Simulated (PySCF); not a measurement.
# Structure elucidation problem

The spectra below were simulated for a compound C5H7ClO2Si.

¹H NMR (600 MHz, computed): δ 8.01 (s, 1H), 6.10 (s, 1H), 4.35 (s, 3H), 3.10 (m, 1H), 2.92 (m, 1H).

¹³C{¹H} NMR (computed): δ 169.0 (CH), 149.6 (C), 144.4 (CH), 68.0 (C), 52.9 (CH2).

[PySCF: coordinates at the GFN2-xTB level; shieldings: GIAO PBE0/pcSseg-1; fast rotation and ring inversion assumed for equivalent nuclei; one conformer; isolated molecule; non-relativistic]

References, each an isolated molecule treated in the same way: TMS for ¹H (σ = 31.72 ppm) and ¹³C (σ = 186.93 ppm).

Q: Which of these isomers gave the spectra?
A. O[C@H]1C=C[SiH2]O/C1=C/Cl
B. O=CO[C@]1([SiH3])C=C(Cl)C1
C. CC(=O)OC1=C[SiH2][C@H]1Cl

A: B. 

- The formula gives 3 degrees of unsaturation (1 ring in the answer).
- 5 carbon signals for 5 carbons: no two carbons are equivalent.
- Carbon types of the structure: 2 × C, 2 × CH, 1 × CH2, leaving 3 H on heteroatoms.
- δC 169.0: ester carbonyl carbon; it is a carbonyl in resonance with an O or N lone pair, the region of acids, esters and amides.
- δC 149.6: fully substituted alkene carbon; the olefinic region.
- δC 144.4: alkene CH; as expected for a trigonal carbon in a double bond.
- δC 68.0: allylic fully substituted sp3 carbon bonded to O and Si; pulled downfield by the heteroatom.
- δH 6.10: hydrogen on an alkene CH; a vinylic proton, deshielded by the sp2 carbon and the C=C anisotropy.

The others: CC(=O)OC1=C[SiH2][C@H]1Cl has carbons computed at 175.0, 166.0, 122.4, 53.9, 24.1, with a different DEPT pattern; O[C@H]1C=C[SiH2]O/C1=C/Cl would give 6 signals for carbon-bound and other non-exchanging H, not 5.

Carbons that carry Cl, above all several Cl atoms, come out too deshielded, partly because spin–orbit coupling is missing. Shifts are as computed. Against solution values, carbons near 30 ppm lie about +3 ppm off and those near 130 ppm about +5 ppm; carbons on Cl a further +6 ppm. Of 1211 compounds with measured shifts, 218 miss one by over three times the rms of a fit or turn the order of signals round; such compounds aren't used in these exercises. Multiplicities follow the n + 1 count of equivalent neighbours, as no J values were calculated; m marks all less simple cases, F and P coupling included.
